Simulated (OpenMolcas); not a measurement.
Exact exchange and the dipole moment of C2H4O2Si

C2H4O2Si has 9 atoms, charge 0, and is taken as a singlet. As SMILES, `C=C1O[SiH2]O1`. The coordinates come from a PBE0-D4/def2-TZVP relaxation.

The dipole moment y, in D, basis cc-pVDZ; a is the functional's share of exact exchange. Programs: OpenMolcas 26.06.

```
functional     program     a  y (D)
       PBE  OpenMolcas     0   2.00
    revPBE  OpenMolcas     0   1.99
     B3LYP  OpenMolcas   0.2   2.05
      PBE0  OpenMolcas  0.25      ?
     BHLYP  OpenMolcas   0.5   2.11
```

Task: Fit y = c + s·a to the known rows and predict PBE0.

Result: 
1. Means of the 4 rows: a = 0.1750, y = 2.038.
2. Σ(Δa)² = 0.1675, Σ(Δa·Δy) = 0.03875, so the slope is 0.03875/0.1675 = 0.23134.
3. Intercept: 2.038 − (0.23134) × 0.1750 = 1.998. The largest residual of the fit is 0.008.
4. PBE0: 1.998 + (0.23134) × 0.25 = 2.06 D.

The run gave 2.05 D, so the prediction is off by +0.01 D, at the rounding of the table. More exact exchange makes the molecule more polar here.
